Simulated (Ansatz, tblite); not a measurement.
Removing and adding an electron: the cluster B₁₃ (the lowest doublet isomer of a short search). The state is a doublet with charge 0. Geometry: PBE-D4/def2-SVP. Ansatz, gas phase; energy differences of separate SCF runs; the oxidised species is a singlet (the triplet lies 1.47 eV higher at PBE0-D4/def2-TZVP); the reduced species is a triplet (the singlet lies 0.27 eV higher at PBE0-D4/def2-TZVP).

Cartesian coordinates in Å:
```
B -1.613 -2.054 0.160
B 0.747 0.684 2.460
B -0.202 -0.531 2.599
B 0.116 0.030 1.052
B -1.507 -1.748 -1.360
B 1.602 2.042 -0.308
B 1.241 1.440 1.115
B -0.961 -1.368 1.436
B 0.521 0.705 -0.500
B 0.228 0.550 -2.356
B -0.733 -0.674 -2.215
B -0.606 -0.736 -0.333
B 1.168 1.659 -1.750
```

The xTB rows come from tblite. The structure comes from a short search, and lower isomers may exist.

```
            level  −HOMO (eV)  vertical IE (eV)  −LUMO (eV)  vertical EA (eV)  HOMO–LUMO gap (eV)  IE − EA (eV)
         GFN1-xTB           –             11.04           –              6.22                   –          4.83
         GFN2-xTB           –              8.66           –              2.64                   –          6.02
PBE0-D4/def2-TZVP        5.79              7.31        4.08              2.68                1.71          4.63
```

Problem. Estimate the rows for PBE-D4/def2-TZVP, r2SCAN-D4/def2-TZVP.

Solution. 
| level | −HOMO (eV) | vertical IE (eV) | −LUMO (eV) | vertical EA (eV) | HOMO–LUMO gap (eV) | IE − EA (eV) |
| --- | --- | --- | --- | --- | --- | --- |
| PBE-D4/def2-TZVP | 5.12 | 7.32 | 4.77 | 2.72 | 0.34 | 4.60 |
| r2SCAN-D4/def2-TZVP | 5.29 | 7.35 | 4.67 | 2.73 | 0.62 | 4.62 |

   HOMO and LUMO are the levels of the spin that leaves or enters (xTB has no such levels and no spin-polarisation term). Other spin states of the ions may lie lower, which would lower the ionisation energy or raise the affinity. Raw xTB energy differences between charge states are shifted by several eV; the methods need an empirical correction for them. Sets without diffuse functions give affinities that are too small.
